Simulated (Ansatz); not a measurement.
Consider the redistribution: `O=C[SiH](Cl)O[SiH3]` + `CB(F)O[SiH3]` → `[SiH3]O[SiH](Cl)O[SiH3]` + `CB(F)C=O`.

Calculated with Ansatz (gas phase, PBE0-D4/def2-TZVP geometries, no zero-point term in ΔE). CCSD(T)/CBS is the MP2 limit (def2-TZVPP, def2-QZVPP) plus CCSD(T) − MP2 in def2-TZVPP, frozen cores. DFT in def2-TZVPP. Each species was taken in one conformer, which may not be the lowest.

| level | ΔE (eV) |
| --- | --- |
| PBE-D4 | 0.21 |
| r2SCAN-D4 | 0.16 |
| ωB97X-V | 0.12 |
| PBE | 0.23 |
| r2SCAN | 0.17 |
| HF/def2-TZVPP | 0.05 |
| SCS-MP2/def2-TZVPP | 0.09 |
| MP2/def2-QZVPP | 0.09 |

Task: What does CCSD(T)/CBS give? (Estimate.)

Result: Computed: +0.11 eV. The listed levels differ from it by 0.10, 0.05, 0.01, 0.12, 0.06, -0.06, -0.02, -0.02 eV.

Largest T1 diagnostic among the species: 0.014.

In def2-TZVPP, CCSD(T) changes the Hartree–Fock value by +0.07 eV (the triples alone add +0.02 eV) and MP2 by +0.06 eV. From PBE to PBE0 (25 % exact exchange), in def2-TZVPP and without D4, ΔE moves by −0.05 eV.
